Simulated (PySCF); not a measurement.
C₂H₉NO₂Si, SMILES CCO[SiH](N)O (GFN2-xTB optimised geometry):

```
15

Si    -1.589    -0.536     0.000
N     -2.202    -1.331    -1.399
O     -2.069     1.023     0.000
O      0.029    -0.536     0.000
C      0.899     0.200     0.819
C      2.308     0.139     0.249
H     -2.136    -1.238     1.157
H     -2.010    -2.314    -1.486
H     -2.044    -0.887    -2.291
H     -2.990     1.222    -0.138
H      0.554     1.238     0.877
H      0.879    -0.223     1.831
H      2.641    -0.894     0.192
H      2.990     0.700     0.883
H      2.322     0.563    -0.752
```

Level of theory: B3LYP/def2-TZVP in PySCF.

Problem. What are the frontier orbital energies and the dipole moment?

Solution. HOMO-2 -8.35 eV, HOMO-1 -7.82 eV, HOMO -7.41 eV, LUMO 0.67 eV, LUMO+1 1.01 eV; dipole moment 0.45 D.

On the same geometry PySCF with PBE/def2-TZVP gives HOMO-2 -7.03 eV, HOMO-1 -6.50 eV, HOMO -6.18 eV, LUMO 0.18 eV, LUMO+1 0.48 eV; dipole moment 0.54 D.

Meta-Löwdin charges at B3LYP/def2-TZVP: Si1 1.30, N2 -0.76, O3 -0.77, O4 -0.64, C5 0.03, C6 -0.33, H7 -0.18, H8 0.24, H9 0.23, H10 0.36, H11 0.10, H12 0.09, H13 0.11, H14 0.11, H15 0.11.
